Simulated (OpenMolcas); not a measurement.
# d2 ions of charge +3 down a group with 4 chloride ligands in tetrahedral coordination

```yaml
Program: OpenMolcas 26.06
Method: CASSCF
Spin-orbit_coupling: RASSI with atomic mean-field integrals over the reference wave functions
```

The d shell is active. Anionic complexes are neutralised by point charges behind the ligands. Distances were set from a Shannon-type radius of the metal (high-spin where two are listed) plus a fixed donor radius (Cl 1.76 Å). Ligand basis ANO-RCC-VDZP, DKH2 Hamiltonian. States (labels of Td). Energies in cm-1 above the lowest state or level, χT in cm3 K/mol. Spin-only χT is S(S+1) / 2 for the spin of the ground state.

```json
{"Ion": "V3+", "Shell": "3d2", "R (Å)": "2.27", "Metal basis": "ANO-RCC-VTZP", "Outer charge (e at Å behind ligand)": "0.25 at 2.4", "Ground state": "3A2", "First state of that spin": "3T2 5437", "First gap with spin-orbit (degeneracies)": "5385 (3, 1)", "χT at 300 K": "0.975", "First state of another spin": "1E 13801", "Spin-only χT": "1.000"}
{"Ion": "Nb3+", "Shell": "4d2", "R (Å)": "2.35", "Metal basis": "ANO-RCC-VDZP", "Outer charge (e at Å behind ligand)": "0.25 at 2.6", "Ground state": "3A2", "First state of that spin": "3T2 8020", "First gap with spin-orbit (degeneracies)": "7800 (3, 2)", "χT at 300 K": "0.855", "First state of another spin": "1E 9481", "Spin-only χT": "1.000"}
{"Ion": "Ta3+", "Shell": "5d2", "R (Å)": "2.35", "Metal basis": "ANO-RCC-VTZP", "Outer charge (e at Å behind ligand)": "0.25 at 3.2", "Ground state": "3A2", "First state of that spin": "3T2 7707", "First gap with spin-orbit (degeneracies)": "5719 (3, 2)", "χT at 300 K": "0.435", "First state of another spin": "1E 8843", "Spin-only χT": "1.000"}
```

The rows also differ in their metal basis and outer charges, so part of each step comes from that.

χT departs most from the spin-only value for Ta3+, by -0.565 cm3 K/mol.

Without dynamic correlation the repulsion within the d shell is too large (B by tens of per cent), so at a given field states of lower spin stand too high. Ligand-to-metal charge-transfer states are missing. With no ligand orbital active B as a rule stays too high, so bands that hang on it stand too high and its fall with covalency is understated. With metal d orbitals alone and no dynamic correlation the field as a rule comes out too small, by tens of per cent, by up to half for chloride and softer ligands (holds for V3+). The least metal-like active orbital is 77 % on the metal (Löwdin) and no ligand orbital is active, so the numbers are rough (holds for Nb3+). With metal d orbitals alone the field can be off either way by tens of per cent (holds for Nb3+; Ta3+). The least metal-like active orbital is 73 % on the metal (Löwdin) and no ligand orbital is active, so the numbers are rough (holds for Ta3+). No measured value stands beside these numbers; the geometry is a model, was not optimised and need not be the one that this ion takes.
